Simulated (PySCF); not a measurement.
## Removing an electron from dimethylsilanol

Compound: dimethylsilanol, C2H8OSi.
Atom-mapped SMILES: `[CH3:1][SiH:2]([CH3:3])[OH:4]` (hydrogens: H5, H6, H7 on C1; H8 on Si2; H9, H10, H11 on C3; H12 on O4)

Cartesian coordinates in Å at the PBE0-D3(BJ)/def2-SVP level; atoms count from 1:
```
atom  x, y, z in Å
C1    -1.5587    0.0160   -0.2077
Si2    0.2209    0.4829    0.1556
C3     1.3452   -0.9998    0.0310
O4     0.8004    1.5878   -0.9633
H5    -1.6471   -0.4234   -1.2139
H6    -1.9221   -0.7253    0.5224
H7    -2.2303    0.8878   -0.1566
H8     0.2844    1.0773    1.5335
H9     1.0603   -1.7735    0.7611
H10    2.3914   -0.7168    0.2219
H11    1.2877   -1.4400   -0.9767
H12    0.3658    2.4446   -0.9811
```

Level: CAM-B3LYP/def2-SVPD (PySCF). Frontier orbitals with their largest atomic shares (Löwdin; up to four atoms above 4 %):

```json
{"orbital": "HOMO−3", "ε (eV)": "-11.58", "main atoms": "O4 56 %, Si2 12 %, C3 9 %, C1 8 %"}
{"orbital": "HOMO−2", "ε (eV)": "-11.40", "main atoms": "O4 48 %, C1 12 %, Si2 11 %, C3 8 %"}
{"orbital": "HOMO−1", "ε (eV)": "-10.07", "main atoms": "C3 31 %, Si2 23 %, O4 12 %, H8 12 %"}
{"orbital": "HOMO", "ε (eV)": "-9.67", "main atoms": "?"}
{"orbital": "LUMO", "ε (eV)": "0.99", "main atoms": "Si2 28 %, O4 24 %, H12 14 %, C1 10 %"}
{"orbital": "LUMO+1", "ε (eV)": "1.63", "main atoms": "C3 17 %, O4 15 %, Si2 12 %, H9 10 %"}
{"orbital": "LUMO+2", "ε (eV)": "1.96", "main atoms": "C1 18 %, O4 12 %, C3 11 %, Si2 10 %"}
```

Question: What vertical ionisation energy does ΔSCF give, and how far is −ε(HOMO) from it?

Answer: ΔSCF: 10.59 eV (1022 kJ/mol; threshold wavelength 117 nm); ⟨S²⟩ of the doublet left behind is 0.761, against 0.75 for a pure doublet. −ε(HOMO) is 9.67 eV, 0.92 eV below it. For the exact functional −ε(HOMO) would equal the first vertical ionisation energy; CAM-B3LYP (range-separated hybrid) falls short of its own ΔSCF value by 9 %.

Question: On which atoms does the HOMO lie?

Answer: O4 (silanol oxygen) 30 %, C1 (Si-methyl carbon) 24 %, Si2 (oxygen-bound silicon) 20 %, H8 (Si–H hydrogen) 13 %, so no atom holds as much as 40 %. The HOMO−1 lies 0.40 eV lower.

Question: With α = 56.1 au, estimate the like-pair dispersion coefficient by London's formula C6 = (3/4)α²I.

Answer: I = 0.3893 Eh, so C6 ≈ 918 au, a rough estimate.

Question: How many of the 10 lowest singlet excitations (vertical TDDFT, same level) lie below the ionisation energy?

Answer: All 10; they run from 7.33 to 9.58 eV.

Question: Shift the occupied levels rigidly so that −ε(HOMO) equals the ΔSCF value. What binding energies result?

Answer: The shift is +0.92 eV: HOMO 10.59, HOMO−1 10.99, HOMO−2 12.32, HOMO−3 12.50 eV. A rigid shift is only a rough guide to the deeper ionisations.

Question: What kinetic energy would electrons from this vertical process carry with He I light (21.218 eV)?

Answer: 21.22 − 10.59 = 10.63 eV.

Isolated species at its PBE0-D3(BJ)/def2-SVP geometry (one conformer only).
